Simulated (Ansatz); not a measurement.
Start from `O=C[SiH]([SiH3])S` and change one atom or group to get `O[SiH2][SiH]([SiH3])S`.

Ansatz, PBE0-D4/def2-TZVP geometries, multiplicity 1. Each molecule was computed in one conformer, which needn't be the lowest.

| property | `O=C[SiH]([SiH3])S` |
| --- | --- |
| HOMO energy (ωB97M-V/def2-TZVPP) / eV | -9.42 |
| HOMO–LUMO gap (B3LYP/def2-TZVPP) / eV | 4.88 |
| size of the dipole moment (PBE/def2-TZVPP) / D | 2.02 |
| HOMO–LUMO gap (ωB97M-V/def2-TZVPP) / eV | 9.67 |
| HOMO energy (PBE/def2-TZVPP) / eV | -6.02 |
| HOMO energy (B3LYP/def2-TZVPP) / eV | -7.08 |

(1) Give the same properties after the change, and the shifts. (An estimate is asked.)

Results:

(1) Ansatz gave: 
| property | `O[SiH2][SiH]([SiH3])S` | shift |
| --- | --- | --- |
| HOMO energy (ωB97M-V/def2-TZVPP) / eV | -9.36 | 0.06 |
| HOMO–LUMO gap (B3LYP/def2-TZVPP) / eV | 5.85 | 0.97 |
| size of the dipole moment (PBE/def2-TZVPP) / D | 2.08 | 0.06 |
| HOMO–LUMO gap (ωB97M-V/def2-TZVPP) / eV | 10.09 | 0.42 |
| HOMO energy (PBE/def2-TZVPP) / eV | -6.05 | -0.03 |
| HOMO energy (B3LYP/def2-TZVPP) / eV | -6.99 | 0.09 |

With PBE0 the HOMO rises by 0.07 eV and the LUMO rises by 1.00 eV, so the gap widens by about 0.93 eV. PBE moves the HOMO by -0.03 eV and ωB97M-V by 0.06 eV. Dipoles are sizes alone; their direction can turn.

Positive LUMOs are unbound, so they and the gaps depend on the basis.

B3LYP here is the variant with VWN-RPA as its local correlation; programs differ in this.
